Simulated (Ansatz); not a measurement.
C3H6B2 (`CBC1=CB1`), 11 atoms. The species carries charge 0 and has multiplicity 1. All runs use 2 threads of an AMD EPYC 7B13 on a shared host. Correlated methods freeze the cores.

(1) How many basis functions does each run have, and how long does it take in Ansatz? RKS ωB97M-V/def2-QZVPP energy; RKS PBE0-D4/def2-QZVPP energy; RHF-CCSD(T)/def2-TZVPP energy; direct RPA on PBE orbitals/def2-TZVPP energy; RHF-CCSD(T)/def2-SVP energy; RKS ωB97M-V/def2-SVP energy; RKS ωB97M-V/def2-TZVPP energy and forces; RKS PBE0-D4/def2-TZVP frequencies; RHF-MP2/def2-QZVPP energy; RKS PBE0-D4/def2-TZVP relaxation (9 steps); RKS B2PLYP (frozen core)/def2-TZVPP energy; RKS PBE0-D4/def2-SVP energy. (Estimate.)

Results:

(1) Ansatz gave: Other jobs shared the machine, so times are rough.

```csv
level,job,functions,wall time,peak host memory (GiB)
RKS PBE0-D4/def2-SVP,energy,100,1.2 s,0.2
RKS ωB97M-V/def2-SVP,energy,100,4.1 s,0.27
RHF-CCSD(T)/def2-SVP,energy,100,4.8 s,0.45
RKS B2PLYP (frozen core)/def2-TZVPP,energy,239,6 s,0.58
direct RPA on PBE orbitals/def2-TZVPP,energy,239,6 s,0.55
RKS PBE0-D4/def2-QZVPP,energy,465,9 s,1.2
RKS ωB97M-V/def2-TZVPP,energy and forces,239,12 s,0.75
RKS ωB97M-V/def2-QZVPP,energy,465,20 s,1.5
RHF-MP2/def2-QZVPP,energy,465,25 s,2.7
RKS PBE0-D4/def2-TZVP,relaxation (9 steps),191,33 s,0.46
RKS PBE0-D4/def2-TZVP,frequencies,191,2.8 min,0.44
RHF-CCSD(T)/def2-TZVPP,energy,239,5.3 min,1.9
```
